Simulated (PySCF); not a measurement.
Worked example for `C=[CH][AlH][Br]` (C2H4AlBr): ionisation energy to the radical cation

Energies: PBE0-D3(BJ)/ma-def2-TZVP (PySCF, density fitting, integration grid level 2) on PBE0-D3(BJ)/ma-def2-SVP structures. The prefix ma- adds one diffuse s and one diffuse p function on all atoms but H. Zero-point energies come from unscaled PBE0-D3(BJ)/ma-def2-SVP harmonic frequencies.

| state | structure | E / Eh |
| --- | --- | --- |
| parent | parent | -2894.771318 |
| radical cation | parent | -2894.400207 |
| radical cation | radical cation | -2894.424563 |
| parent | radical cation | -2894.729914 |

Zero-point energy of the radical cation less that of the parent: -0.070 eV. 1 Eh = 27.2114 eV.

Task: Work out the vertical and adiabatic ionisation energy.

Result: Vertical: (-2894.400207) − (-2894.771318) = 0.371111 Eh = 10.10 eV. Adiabatic: 0.346755 Eh = 9.436 eV, and 9.37 eV with zero-point energy.

Task: And the inner reorganisation energy of self-exchange?

Result: The radical cation relaxes by 662.8 meV and the parent by 1126.7 meV, so λ = 1790 meV.

Known limits: spin-orbit coupling is left out of the energies, which matters for open shells on the heavier atoms; atoms from Ga to Kr are treated without relativity.
